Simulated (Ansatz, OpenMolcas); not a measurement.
# Errors in the atomisation enthalpy at 298 K

6 molecules with two or more fluorines; the atomisation enthalpy at 298 K in kJ/mol, computed less measured. Shapes, held fixed at every level: PBE0-D4/def2-TZVP. Thermal terms are harmonic and unscaled (PBE0-D4/def2-TZVP); the spin-orbit lowering of the free atoms is taken from their spectra. Programs: Ansatz 0.2.0, OpenMolcas 26.06. Measured values: Active Thermochemical Tables, NIST-JANAF tables.

Levels: A = SPW92/def2-TZVPP; B = BHLYP/aug-cc-pVDZ; C = B2PLYP/def2-TZVPP.

| molecule | from tabulated heats | A | B | C |
| --- | --- | --- | --- | --- |
| SOF2 (thionyl fluoride) | 1229 | +448 | -281 | +11 |
| CF4 (SMILES FC(F)(F)F) | 1968 | +507 | -211 | -30 |
| CH2F2 (difluoromethane) | 1763 | +331 | -123 | -19 |
| CHBrF2 (bromodifluoromethane) | 1630 | +385 | -153 | -24 |
| SiH2F2 (SMILES F[SiH2]F) | 1836 | +198 | -195 | -41 |
| C2H2F2 (vinylidene fluoride) | 2361 | +488 | -156 | -4 |

**Question.** Which level does best on this set, which worst, and which err to one side?

**Answer.** 
| level | kind | mean error | mean absolute error | worst case |
| --- | --- | --- | --- | --- |
| SPW92/def2-TZVPP | LDA | +392.8 | 392.8 | CF4 |
| BHLYP/aug-cc-pVDZ | global hybrid | -186.5 | 186.5 | SOF2 |
| B2PLYP/def2-TZVPP | double hybrid | -17.8 | 21.5 | SiH2F2 |

On this set B2PLYP/def2-TZVPP has the smallest mean absolute error and SPW92/def2-TZVPP the largest. SPW92/def2-TZVPP is too high in 6 of 6; BHLYP/aug-cc-pVDZ is too low in 6 of 6; B2PLYP/def2-TZVPP is too low in 5 of 6. The tabulated values of SOF2, SiH2F2, C2H2F2 are in doubt (older tables, estimates, or at odds with other calculations) and kept here. Over the 3 molecules whose values aren't doubted the mean absolute errors are A 407.7; B 162.3; C 24.3. Relativity is left out for Br. Outer-core shells of Br are correlated, in sets that cover them unevenly. The set is small.
